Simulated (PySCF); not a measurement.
**Two-dimensional NMR puzzle**

Compound of formula C3H13N3Si2. Correlations simulated from computed shifts and the bond graph:

HSQC (one-bond C–H):
| δH | δC |
| --- | --- |
| 3.05 | 56.9 |
| 2.79 | 31.7 |
| 1.24 | 18.9 |
| 1.10 | 31.7 |
| 1.01 | 18.9 |

COSY cross peaks (H two or three bonds apart, from the bond graph; peaks can be absent where the dihedral angle is near 90°):
| δH | δH |
| --- | --- |
| 3.05 | 2.79 |
| 3.05 | 1.10 |
| 2.79 | 1.24 |
| 2.79 | 1.10 |
| 2.79 | 1.01 |
| 1.24 | 1.10 |
| 1.24 | 1.01 |
| 1.10 | 1.01 |

HMBC (two and three bonds, from the bond graph):
| δH | δC |
| --- | --- |
| 4.57 | 56.9 |
| 3.05 | 31.7, 18.9 |
| 2.79 | 56.9, 18.9 |
| 1.24 | 56.9, 31.7 |
| 1.10 | 56.9, 18.9 |
| 1.01 | 56.9, 31.7 |

- NMR shieldings at PBE0/pcSseg-1/GIAO
- GFN2-xTB geometry
- run in PySCF 2.14.0 with density-fitted response routines
- in vacuum, relativity neglected, single conformer, one averaged value for each set of equivalent atoms

Scale: 1H, 13C against TMS (reference shieldings calculated alike).

Exchangeable hydrogens are left out of these lists.

Problem. Which molecule is this?

Solution. `N[Si]1(N)CC[C@H]1N[SiH3]`.

Atoms are numbered as in `[NH2:1][Si:2]1([NH2:3])[CH2:4][CH2:5][C@H:6]1[NH:7][SiH3:8]` (H(Xn): hydrogen on atom n). Ha(C4), Ha(C5) are cis to N7 on the ring; Hb(C4), Hb(C5) are trans to N7 on the ring.

- δC 56.9 is C6, an sp3 CH bonded to N and Si (δH 3.05).
- δC 31.7 is C5, an sp3 CH2 in a ring (δH 1.10, 2.79).
- δC 18.9 is C4, an sp3 CH2 bonded to Si (δH 1.01, 1.24).
- COSY links 3.05–2.79, 3.05–1.10, 2.79–1.24, 2.79–1.10, 2.79–1.01, 1.24–1.10.

This is the structure that produced the data.

The OH or NH signal is concentration- and solvent-dependent in practice; the value given is the gas-phase one. Shifts are as computed. Against solution values, carbons near 30 ppm lie about +3 ppm off and those near 130 ppm about +5 ppm. Of 1211 compounds with measured shifts, 218 miss one by over three times the rms of a fit or turn the order of signals round; such compounds aren't used in these exercises.
